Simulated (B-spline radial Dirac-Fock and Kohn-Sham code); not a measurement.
The computed values come from a radial atomic solver: configuration-average Dirac-Fock orbitals.

Question: This computed X-ray form factor belongs to an atom or ion in its tabulated ground configuration. Which?

| sin θ/λ (Å⁻¹) | f₀ |
| --- | --- |
| 0.15 | 13.792 |
| 0.25 | 13.436 |
| 0.45 | 12.330 |
| 0.6 | 11.301 |
| 1 | 8.645 |
| 1.1 | 8.102 |
| 1.4 | 6.803 |
| 3.5 | 2.219 |
| 6 | 1.125 |

Answer: Br²¹⁺, with 14 electrons in [Ne] 3s2 3p2. f₀ tends to the number of electrons as s goes to zero, which the first rows give only roughly, and the rate of fall reflects the nuclear charge, 35.
